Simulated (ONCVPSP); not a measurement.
## Si (Z = 14): excitation energies, all-electron against ONCV

ONCVPSP 4.0.1 input, shortened (lines: element, Z, core and valence counts, functional; n l f; lmax; l rc ep ncon nbas qcut; lloc lpopt rc5 dvloc0; l nproj debl; icmod fcfact rcfact), PBE, scalar-relativistic:

```
  Si 14.00    3    2        4      upf
    1    0    2.00
    2    0    2.00
    2    1    6.00
    3    0    2.00
    3    1    2.00
    2
    0    1.80    0.00    4    9    3.90
    1    1.80    0.00    4    8    5.10
    2    1.80    0.39    4    7    6.30
    1    5    1.80    0.00
    0    2    2.60
    1    0    3.50
    2    2    3.00
    2    0.20    0.70
```

Energies are relative to the spin-unpolarised reference configuration 3s2 3p2; without spin polarisation the order of configurations can differ from experiment.

| valence configuration | charge | ΔE all-electron (eV) | error AE − PS (meV) |
| --- | --- | --- | --- |
| 3s2 3p1 | +1 | 7.740 | +1.6 |
| 3s1 3p0 | +3 | 57.704 | +101 |
| 3s1 3p3 | 0 | 6.814 | -2.0 |

(1) What are ΔE and the potential's error for 3s2 3p0?

## Answers

(1) ΔE = 23.733 eV all-electron; the error (AE − PS) is +16 meV.
